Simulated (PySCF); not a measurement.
Computed IR spectrum (relative IR intensity) of a molecule C4H9NSi. The structure is a stationary point at PBE-D3(BJ)/def2-SVP. One conformer was computed; it need not be the lowest. Method: PySCF with PBE-D3(BJ)/def2-SVP. Frequencies are harmonic and unscaled.

Lines under 2 % of the strongest are left out, and lines within 2 cm⁻¹ are merged.

ν (cm⁻¹): 121 (vw), 273 (vw), 331 (w), 379 (w), 405 (m), 572 (w), 660 (w), 685 (w), 704 (w), 712 (vw), 735 (m), 856 (vs), 869 (s), 1060 (w), 1135 (m), 1214 (w), 1344 (m), 1399 (vw), 1418 (vw), 2081 (w), 2103 (s), 2902 (m), 2985 (w), 3041 (w), 3390 (m), 3511 (w) (against the strongest line: vs over 80 %, s over 45 %, m over 15 %, w over 4 %, vw less)

### Question
Which molecule gave these data?
A. N[SiH]1CC=CC1
B. C=C1CN[SiH2]C1
C. CC(C)([SiH3])C#N
D. C#C[Si@H](C)NC

### Answer
D, C#C[Si@H](C)NC
